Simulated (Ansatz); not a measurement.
`C[Si](C)(C)[O][In]([Cl])[Cl]` + `C#N` → `N#[C][In]([Cl])[Cl]` + `C[Si](C)(C)O`  (formal exchange of groups at the In–O bond)

Gas-phase electronic energies from Ansatz, PBE0-D4/def2-TZVP geometries. CCSD(T)/CBS is the MP2 limit (def2-TZVPP, def2-QZVPP) plus CCSD(T) − MP2 in def2-TZVPP, frozen cores. This one scheme is used for every species. Functionals use def2-TZVPP. def2 core potentials past Kr. For In outer-core shells are correlated without core-valence functions, which leaves a few kJ/mol of doubt a bond. Each species was taken in one conformer, which may not be the lowest.

```csv
level,ΔE (eV)
BLYP-D4,0.26
r2SCAN0-D4,0.14
r2SCAN0,0.11
HF/def2-SVP,0.10
MP2/def2-SVP,0.30
CCSD/def2-TZVPP,0.13
HF/def2-QZVPP,0.05
SCS-MP2/def2-QZVPP,0.22
```

**Question.** What does CCSD(T)/CBS give? (An estimate is asked.)

**Answer.** Ansatz gave: +0.25 eV. The listed levels differ from it by 0.01, -0.11, -0.14, -0.15, 0.05, -0.12, -0.20, -0.03 eV.

Largest T1 diagnostic among the species: 0.014.

From BLYP to BHLYP (50 % exact exchange), in def2-TZVPP and without D4, ΔE moves by −0.05 eV. Leaving LDA and LC-ωPBE aside and taking each functional with its dispersion term where it has one, the values, not all of them listed here, spread over 0.15 eV, from PBE-QIDH to BLYP-D4. LDA lies +0.04 eV from PBE without D4.

CCSD(T)/CBS has its own doubt, a few kJ/mol and more with outer-core shells, so smaller differences from it don't rank the levels.
